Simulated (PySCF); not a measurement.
Sulfur: a sound run and one with changed settings

Sound run: S⁺ [Ne] 3s2 3p3, S²⁺ [Ne] 3s2 3p2. Calculation: PySCF 2.14, in aug-cc-pV(D+d)Z; no relativity, point nucleus. In the sound run the correlated levels freeze [Ne]. The sound run starts from symmetry-adapted Hartree-Fock orbitals and uses a fine grid where one is needed.

Changed run: all electrons correlated in a basis built for the valence shell.

```csv
species,method,sound run (hartree),changed run (hartree),converged
S⁺,MP2,-397.23163,-397.28580,yes
S⁺,CCSD(T),-397.25328,-397.30560,yes
S²⁺,MP2,-396.37947,-396.43343,yes
S²⁺,CCSD(T),-396.40370,-396.45618,yes
```

Ionisation energy of S⁺:

```csv
method,sound run (eV),changed run (eV)
UHF,22.722,22.722
MP2,23.189,23.194
SCS-MP2,23.025,23.027
CCSD,23.109,23.105
CCSD(T),23.118,23.114
```

A valence basis has no tight correlating functions, so it recovers only part of the core correlation, and not evenly between atom and ion.

For comparison, NIST gives 23.338 eV between the lowest levels.
